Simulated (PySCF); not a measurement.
**CI⁻: energy against distance**

Set-up: PySCF, scalar-relativistic core potentials, basis sets C def2-SVPD, I def2-SVPD with ECP28. Energies in eV from C + I⁻ in their ground configurations at the same level. All curves are PBE0. state 1: ³Σ⁻ (triplet), unpaired electrons π ↑↑; state 2: Ms = 0 determinant of mixed spin (⟨S²⟩ near 1.0), unpaired electrons π ↑↓, a mixture of terms (⟨Lz²⟩ = 2.0), a second solution, started from another occupation; state 3: singlet, one real π or δ orbital doubly filled, a mixture of terms (⟨Lz²⟩ = 2.0), a second solution, started from another occupation.

```
R (Å)  state 1  state 2  state 3
1.950   -1.098   -0.732   0.3581
2.040   -1.376   -1.000   0.1466
2.131   -1.521   -1.136   0.0623
2.199   -1.569   -1.178   0.0557
2.267   -1.581   -1.183   0.0827
2.335   -1.564   -1.162   0.1338
2.426   -1.514   -1.105   0.2266
2.539   -1.421   -1.005   0.3653
2.675   -1.290   -0.866   0.5445
2.856   -1.107   -0.674   0.7782
```

Put a parabola through the three lowest points of the state 1 curve and estimate Re, k and ωe (reduced mass 10.96 u; 1 eV/Å² = 0.16022 mdyn/Å; ωe = 1302.8·√(k/μ) cm⁻¹).

Through R = 2.199, 2.267, 2.335 Å the second-order coefficient is 3.14 eV/Å², so Re ≈ 2.261 Å, k ≈ 1.00 mdyn/Å and ωe ≈ 394 cm⁻¹. A polynomial fit of higher order to the unrounded PBE0 energies gives Re = 2.257 Å, k = 0.974 mdyn/Å, ωe = 388 cm⁻¹; anharmonicity and rounding make the difference.

The higher-order fit for each curve: state 1: Re = 2.257 Å, ωe = 388 cm⁻¹, De = 1.58 eV; state 2: Re = 2.244 Å, ωe = 397 cm⁻¹, minimum 1.18 eV below the ground-state fragments; state 3: Re = 2.176 Å, ωe = 448 cm⁻¹, minimum 0.054 eV above the ground-state fragments.

These are scalar-relativistic numbers at best; spin–orbit coupling would shift them, the dissociation energy most. For an ion De counts to the pair picked by the measured ionisation energies or electron affinities, which need not be the lowest pair at this level. The highest Kohn–Sham level is positive in this anion. Much of that is self-interaction error, but it also means that the finite basis helps to hold the extra electron. The state was picked by a PBE0 search and need not be the measured ground state.
